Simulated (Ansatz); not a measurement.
Basis sets compared for AsH2(iPr) (C3H9As). Charge 0, multiplicity 1. Geometry r2SCAN-D4/def2-SVP. Ansatz on 4 threads of Arm Neoverse V1 on a shared host; times are rough, and most runs start from earlier orbitals.

```csv
atom,x (Å),y (Å),z (Å)
As1,-0.0936,-1.8727,0.4965
H2,-0.2393,-1.7512,2.0116
H3,-1.5888,-2.1319,0.3271
C4,-0.2138,0.0992,0.1470
C5,-0.4780,0.3324,-1.3375
C6,1.0734,0.7729,0.6130
H7,-1.0629,0.4852,0.7353
H8,-1.4210,-0.1318,-1.6680
H9,0.3361,-0.0800,-1.9581
H10,-0.5443,1.4128,-1.5550
H11,1.0338,1.8596,0.4225
H12,1.2480,0.6304,1.6914
H13,1.9506,0.3751,0.0742
```

The 6-31G sets use Cartesian d functions.

Binding counts from free atoms (As quartet, H doublet, C triplet) in the same basis, without a counterpoise term.

| level | functions | energy (Eh) | HOMO (eV) | LUMO (eV) | binding per atom (eV) | wall time |
| --- | --- | --- | --- | --- | --- | --- |
| HF/6-31G | 74 | -2352.6196 | -9.51 | 3.85 | 2.60 | 0.45 s |
| PBE-D4/def2-SVP | 119 | -2354.7328 | -5.91 | -0.24 | 3.76 | 1.2 s |
| PBE0-D4/def2-SVP | 119 | -2354.8275 | -7.04 | 0.60 | 3.72 | 1.6 s |

(1) Estimate the rows for HF/def2-TZVP, PBE-D4/def2-TZVP, PBE0-D4/def2-TZVP.

## Answers

(1) 
| level | functions | energy (Eh) | HOMO (eV) | LUMO (eV) | binding per atom (eV) | wall time |
| --- | --- | --- | --- | --- | --- | --- |
| HF/def2-TZVP | 195 | -2353.0731 | -9.55 | 3.12 | 2.73 | 2.4 s |
| PBE-D4/def2-TZVP | 195 | -2355.1396 | -5.99 | -0.53 | 3.74 | 1.8 s |
| PBE0-D4/def2-TZVP | 195 | -2355.2294 | -7.08 | 0.28 | 3.69 | 2.6 s |
